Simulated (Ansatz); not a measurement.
All values below come from Ansatz (a program for electronic structure) with r2SCAN-D4/def2-SVP. No frequencies were computed at this level.

Ansatz 0.2 input:
```yaml
crystal:
  periodic: [false, false, false]
  atoms:
    - { symbol: Hf, position_ang: [0.261119, -0.226488, -0.247255] }
    - { symbol: F, position_ang: [0.355974, 1.609684, 0.149447] }
    - { symbol: F, position_ang: [-1.426327, -0.831006, 0.324571] }
    - { symbol: N, position_ang: [-0.053659, -0.131412, -2.224615] }
    - { symbol: H, position_ang: [-0.983357, -0.49145, -2.467825] }
    - { symbol: H, position_ang: [-0.042165, 0.84349, -2.545298] }
    - { symbol: N, position_ang: [1.757197, -1.307282, 0.551145] }
    - { symbol: H, position_ang: [2.741661, -1.050878, 0.600177] }
    - { symbol: H, position_ang: [1.706371, -2.30074, 0.772024] }
basis:
  gaussian: { orbitals: def2-svp }
hamiltonian:
  xc: r2scan
  dispersion: d4
relax:
  max_steps: 150
```

Output:

```
[...]
relax step   5: F+E_penalty+E_count = -9782.60514231 eV  Δ(F+E_penalty+E_count) = -7.436e-3 eV  max|allowed force component| = 1.812e-1 eV/Å  Δτ_max = 0.0996 Å  (36 SCF iters, accepted)
these checks for a lower state are left out or cut short: starts, cluster_reference, orbital_swaps, neighbouring_geometries, increment
1186 factors; their error is unknown
mean field -9782.57926417 eV, -359.5031570877 hartree, gradient 1.2e-5 eV, S^2 0.000000; 0 other end points of the search recorded, 0 dependent functions left out
reference -9782.57929357 eV, -359.5031581681 hartree; 24, 24 occupied and 84, 84 virtual orbitals, 1186 factors
relax step   6: F+E_penalty+E_count = -9782.61641912 eV  Δ(F+E_penalty+E_count) = -1.128e-2 eV  max|allowed force component| = 2.157e-1 eV/Å  Δτ_max = 0.2000 Å  (35 SCF iters, accepted)
these checks for a lower state are left out or cut short: starts, cluster_reference, orbital_swaps, neighbouring_geometries, increment
1186 factors; their error is unknown
mean field evaluation 64: about -9782.6048 eV, gradient 1.2e-4 eV
mean field -9782.60475996 eV, -359.5040940410 hartree, gradient 1.1e-5 eV, S^2 0.000000; 0 other end points of the search recorded, 0 dependent functions left out
reference -9782.60478903 eV, -359.5040951093 hartree; 24, 24 occupied and 84, 84 virtual orbitals, 1186 factors
relax step   7: F+E_penalty+E_count = -9782.64192082 eV  Δ(F+E_penalty+E_count) = -2.550e-2 eV  max|allowed force component| = 2.176e-1 eV/Å  Δτ_max = 0.2000 Å  (34 SCF iters, accepted)
these checks for a lower state are left out or cut short: starts, cluster_reference, orbital_swaps, neighbouring_geometries, increment
1186 factors; their error is unknown
mean field -9782.59928254 eV, -359.5038927494 hartree, gradient 1.1e-5 eV, S^2 0.000000; 0 other end points of the search recorded, 0 dependent functions left out
reference -9782.59931117 eV, -359.5038938016 hartree; 24, 24 occupied and 84, 84 virtual orbitals, 1186 factors
relax step   8: F+E_penalty+E_count = -9782.63650437 eV  Δ(F+E_penalty+E_count) = +5.416e-3 eV  max|allowed force component| = 2.846e-1 eV/Å  Δτ_max = 0.2000 Å  (35 SCF iters, rejected (line search))
these checks for a lower state are left out or cut short: starts, cluster_reference, orbital_swaps, neighbouring_geometries, increment
1186 factors; their error is unknown
mean field -9782.60944267 eV, -359.5042661272 hartree, gradient 1.1e-5 eV, S^2 0.000000; 0 other end points of the search recorded, 0 dependent functions left out
reference -9782.60947159 eV, -359.5042671900 hartree; 24, 24 occupied and 84, 84 virtual orbitals, 1186 factors
relax step   9: F+E_penalty+E_count = -9782.64661423 eV  Δ(F+E_penalty+E_count) = -4.693e-3 eV  max|allowed force component| = 5.032e-2 eV/Å  Δτ_max = 0.0949 Å  (28 SCF iters, accepted)
these checks for a lower state are left out or cut short: starts, cluster_reference, orbital_swaps, neighbouring_geometries, increment
1186 factors; their error is unknown
mean field -9782.61221951 eV, -359.5043681742 hartree, gradient 2.1e-5 eV, S^2 0.000000; 0 other end points of the search recorded, 0 dependent functions left out
reference -9782.61224835 eV, -359.5043692342 hartree; 24, 24 occupied and 84, 84 virtual orbitals, 1186 factors
relax step  10: F+E_penalty+E_count = -9782.64936455 eV  Δ(F+E_penalty+E_count) = -2.750e-3 eV  max|allowed force component| = 2.581e-2 eV/Å  Δτ_max = 0.0906 Å  (28 SCF iters, accepted)
these checks for a lower state are left out or cut short: starts, cluster_reference, orbital_swaps, neighbouring_geometries, increment
1186 factors; their error is unknown
mean field evaluation 96: about -9782.6129 eV, gradient 1.1e-5 eV
mean field -9782.61289719 eV, -359.5043930786 hartree, gradient 1.1e-5 eV, S^2 0.000000; 0 other end points of the search recorded, 0 dependent functions left out
reference -9782.61292601 eV, -359.5043941376 hartree; 24, 24 occupied and 84, 84 virtual orbitals, 1186 factors
relax step  11: F+E_penalty+E_count = -9782.65002930 eV  Δ(F+E_penalty+E_count) = -6.648e-4 eV  max|allowed force component| = 7.305e-2 eV/Å  Δτ_max = 0.0279 Å  (30 SCF iters, accepted)
these checks for a lower state are left out or cut short: starts, cluster_reference, orbital_swaps, neighbouring_geometries, increment
1186 factors; their error is unknown
mean field -9782.57568594 eV, -359.5030255902 hartree, gradient 1.2e-5 eV, S^2 0.000000; 0 other end points of the search recorded, 0 dependent functions left out
reference -9782.57571449 eV, -359.5030266397 hartree; 24, 24 occupied and 84, 84 virtual orbitals, 1186 factors
relax step  12: F+E_penalty+E_count = -9782.61263644 eV  Δ(F+E_penalty+E_count) = +3.739e-2 eV  max|allowed force component| = 1.023e0 eV/Å  Δτ_max = 0.1949 Å  (34 SCF iters, rejected (line search))
these checks for a lower state are left out or cut short: starts, cluster_reference, orbital_swaps, neighbouring_geometries, increment
1186 factors; their error is unknown
mean field -9782.61726259 eV, -359.5045535041 hartree, gradient 1.1e-5 eV, S^2 0.000000; 0 other end points of the search recorded, 0 dependent functions left out
reference -9782.61729134 eV, -359.5045545605 hartree; 24, 24 occupied and 84, 84 virtual orbitals, 1186 factors
relax step  13: F+E_penalty+E_count = -9782.65437825 eV  Δ(F+E_penalty+E_count) = -4.349e-3 eV  max|allowed force component| = 5.345e-2 eV/Å  Δτ_max = 0.0974 Å  (29 SCF iters, accepted)
these checks for a lower state are left out or cut short: starts, cluster_reference, orbital_swaps, neighbouring_geometries, increment
1186 factors; their error is unknown
mean field -9782.61983857 eV, -359.5046481696 hartree, gradient 1.1e-5 eV, S^2 0.000000; 0 other end points of the search recorded, 0 dependent functions left out
reference -9782.61986725 eV, -359.5046492234 hartree; 24, 24 occupied and 84, 84 virtual orbitals, 1186 factors
relax step  14: F+E_penalty+E_count = -9782.65693989 eV  Δ(F+E_penalty+E_count) = -2.562e-3 eV  max|allowed force component| = 1.783e-1 eV/Å  Δτ_max = 0.0842 Å  (27 SCF iters, accepted)
these checks for a lower state are left out or cut short: starts, cluster_reference, orbital_swaps, neighbouring_geometries, increment
1186 factors; their error is unknown
mean field -9782.61958140 eV, -359.5046387186 hartree, gradient 1.7e-5 eV, S^2 0.000000; 0 other end points of the search recorded, 0 dependent functions left out
reference -9782.61961004 eV, -359.5046397711 hartree; 24, 24 occupied and 84, 84 virtual orbitals, 1186 factors
relax step  15: F+E_penalty+E_count = -9782.65667005 eV  Δ(F+E_penalty+E_count) = +2.698e-4 eV  max|allowed force component| = 3.966e-1 eV/Å  Δτ_max = 0.1029 Å  (28 SCF iters, rejected (line search))
these checks for a lower state are left out or cut short: starts, cluster_reference, orbital_swaps, neighbouring_geometries, increment
1186 factors; their error is unknown
mean field evaluation 128: about -9782.6237 eV, gradient 3.2e-1 eV
mean field -9782.62389258 eV, -359.5047971516 hartree, gradient 1.0e-5 eV, S^2 0.000000; 0 other end points of the search recorded, 0 dependent functions left out
reference -9782.62392126 eV, -359.5047982055 hartree; 24, 24 occupied and 84, 84 virtual orbitals, 1186 factors
relax step  16: F+E_penalty+E_count = -9782.66101931 eV  Δ(F+E_penalty+E_count) = -4.079e-3 eV  max|allowed force component| = 1.085e-1 eV/Å  Δτ_max = 0.0506 Å  (28 SCF iters, accepted)
these checks for a lower state are left out or cut short: starts, cluster_reference, orbital_swaps, neighbouring_geometries, increment
1186 factors; their error is unknown
mean field -9782.62759457 eV, -359.5049331971 hartree, gradient 1.1e-5 eV, S^2 0.000000; 0 other end points of the search recorded, 0 dependent functions left out
reference -9782.62762326 eV, -359.5049342517 hartree; 24, 24 occupied and 84, 84 virtual orbitals, 1186 factors
relax step  17: F+E_penalty+E_count = -9782.66472942 eV  Δ(F+E_penalty+E_count) = -3.710e-3 eV  max|allowed force component| = 6.711e-2 eV/Å  Δτ_max = 0.0714 Å  (28 SCF iters, accepted)
these checks for a lower state are left out or cut short: starts, cluster_reference, orbital_swaps, neighbouring_geometries, increment
1186 factors; their error is unknown
mean field -9782.62896580 eV, -359.5049835892 hartree, gradient 2.5e-5 eV, S^2 0.000000; 0 other end points of the search recorded, 0 dependent functions left out
reference -9782.62899458 eV, -359.5049846468 hartree; 24, 24 occupied and 84, 84 virtual orbitals, 1186 factors
relax step  18: F+E_penalty+E_count = -9782.66607822 eV  Δ(F+E_penalty+E_count) = -1.349e-3 eV  max|allowed force component| = 2.394e-1 eV/Å  Δτ_max = 0.1097 Å  (28 SCF iters, accepted)
these checks for a lower state are left out or cut short: starts, cluster_reference, orbital_swaps, neighbouring_geometries, increment
1186 factors; their error is unknown
mean field -9782.63527366 eV, -359.5052153988 hartree, gradient 2.3e-5 eV, S^2 0.000000; 0 other end points of the search recorded, 0 dependent functions left out
reference -9782.63530254 eV, -359.5052164601 hartree; 24, 24 occupied and 84, 84 virtual orbitals, 1186 factors
relax step  19: F+E_penalty+E_count = -9782.67241432 eV  Δ(F+E_penalty+E_count) = -6.336e-3 eV  max|allowed force component| = 3.690e-2 eV/Å  Δτ_max = 0.1168 Å  (28 SCF iters, accepted)
these checks for a lower state are left out or cut short: starts, cluster_reference, orbital_swaps, neighbouring_geometries, increment
1186 factors; their error is unknown
mean field evaluation 160: about -9782.6343 eV, gradient 1.0e-5 eV
mean field -9782.63427387 eV, -359.5051786572 hartree, gradient 1.0e-5 eV, S^2 0.000000; 0 other end points of the search recorded, 0 dependent functions left out
reference -9782.63430276 eV, -359.5051797186 hartree; 24, 24 occupied and 84, 84 virtual orbitals, 1186 factors
relax step  20: F+E_penalty+E_count = -9782.67143890 eV  Δ(F+E_penalty+E_count) = +9.754e-4 eV  max|allowed force component| = 8.500e-2 eV/Å  Δτ_max = 0.0584 Å  (28 SCF iters, rejected (line search))
these checks for a lower state are left out or cut short: starts, cluster_reference, orbital_swaps, neighbouring_geometries, increment
1186 factors; their error is unknown
mean field -9782.63553753 eV, -359.5052250956 hartree, gradient 1.1e-5 eV, S^2 0.000000; 0 other end points of the search recorded, 0 dependent functions left out
reference -9782.63556641 eV, -359.5052261570 hartree; 24, 24 occupied and 84, 84 virtual orbitals, 1186 factors
relax step  21: F+E_penalty+E_count = -9782.67266562 eV  Δ(F+E_penalty+E_count) = -2.513e-4 eV  max|allowed force component| = 1.194e-2 eV/Å  Δτ_max = 0.0292 Å  (30 SCF iters, accepted)
these checks for a lower state are left out or cut short: starts, cluster_reference, orbital_swaps, neighbouring_geometries, increment
1186 factors; their error is unknown
mean field -9782.63572451 eV, -359.5052319671 hartree, gradient 1.1e-5 eV, S^2 0.000000; 0 other end points of the search recorded, 0 dependent functions left out
reference -9782.63575340 eV, -359.5052330287 hartree; 24, 24 occupied and 84, 84 virtual orbitals, 1186 factors
relax step  22: F+E_penalty+E_count = -9782.67286441 eV  Δ(F+E_penalty+E_count) = -1.988e-4 eV  max|allowed force component| = 3.269e-2 eV/Å  Δτ_max = 0.0330 Å  (30 SCF iters, accepted)
these checks for a lower state are left out or cut short: starts, cluster_reference, orbital_swaps, neighbouring_geometries, increment
1186 factors; their error is unknown
mean field -9782.63577085 eV, -359.5052336701 hartree, gradient 1.1e-5 eV, S^2 0.000000; 0 other end points of the search recorded, 0 dependent functions left out
reference -9782.63579975 eV, -359.5052347320 hartree; 24, 24 occupied and 84, 84 virtual orbitals, 1186 factors
relax step  23: F+E_penalty+E_count = -9782.67291532 eV  Δ(F+E_penalty+E_count) = -5.091e-5 eV  max|allowed force component| = 1.122e-2 eV/Å  Δτ_max = 0.0033 Å  (32 SCF iters, accepted)
these checks for a lower state are left out or cut short: starts, cluster_reference, orbital_swaps, neighbouring_geometries, increment
1186 factors; their error is unknown
mean field -9782.63578494 eV, -359.5052341879 hartree, gradient 1.1e-5 eV, S^2 0.000000; 0 other end points of the search recorded, 0 dependent functions left out
reference -9782.63581384 eV, -359.5052352499 hartree; 24, 24 occupied and 84, 84 virtual orbitals, 1186 factors
relax step  24: F+E_penalty+E_count = -9782.67293092 eV  Δ(F+E_penalty+E_count) = -1.560e-5 eV  max|allowed force component| = 4.158e-3 eV/Å  Δτ_max = 0.0040 Å  (32 SCF iters, accepted)
1186 factors; their error is unknown
mean field evaluation 192: about -9782.6358 eV, gradient 1.0e-4 eV
mean field -9782.63578494 eV, -359.5052341879 hartree, gradient 1.1e-5 eV, S^2 0.000000; 1 other end points of the search recorded, 0 dependent functions left out
reference -9782.63581384 eV, -359.5052352499 hartree; 24, 24 occupied and 84, 84 virtual orbitals, 1186 factors
Total energy: -9782.67295982 eV, -359.5066003394 hartree
Atom 0 at     0.015344    -0.137391    -0.100705 Å, force    -0.004158     0.003483    -0.002347 eV/Å
Atom 1 at     0.244380     1.604988     0.692624 Å, force     0.000549    -0.001988     0.000910 eV/Å
Atom 2 at    -1.549308    -1.037840     0.576704 Å, force     0.001716    -0.000251     0.000978 eV/Å
Atom 3 at    -0.058929     0.002600    -2.125748 Å, force     0.000570    -0.000679    -0.002421 eV/Å
Atom 4 at    -0.583200    -0.609780    -2.750930 Å, force     0.000146     0.000170     0.001347 eV/Å
Atom 5 at     0.338220     0.753840    -2.690206 Å, force     0.000336    -0.000181     0.000761 eV/Å
Atom 6 at     1.650560    -1.266557     0.339644 Å, force     0.001174    -0.000536     0.000378 eV/Å
Atom 7 at     2.311084    -1.684146    -0.313156 Å, force    -0.000208    -0.000066    -0.000284 eV/Å
Atom 8 at     1.948662    -1.511796     1.284144 Å, force    -0.000125     0.000048     0.000678 eV/Å
Dipole moment:     0.333483    -0.206688    -0.445893 e Å
```

Cost: roughly 4 core-minutes.
